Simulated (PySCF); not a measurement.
Vertical excitations of a molecule C5H6BN from TDA-PBE/def2-SVPD in PySCF 2.14.0, as energy in eV (oscillator strength): 4.35 (0.000), 5.00 (0.130), 5.36 (0.000), 5.41 (0.003), 5.58 (0.050), 5.86 (0.002), 5.91 (0.000), 5.95 (0.143), 6.05 (0.000), 6.22 (0.001). Lowest triplet (TDA): 3.15 eV. Coordinates come from a B3LYP-D3(BJ)/def2-SVP optimisation. One conformer was computed; it need not be the lowest.

Question: Identify the compound among the candidates.
A) C#CC1=CCB1N
B) C#CB1C=CN1C
C) C#CB(C)CC#N
D) C#C[C@H]1C=CB1N

Answer: A, C#CC1=CCB1N
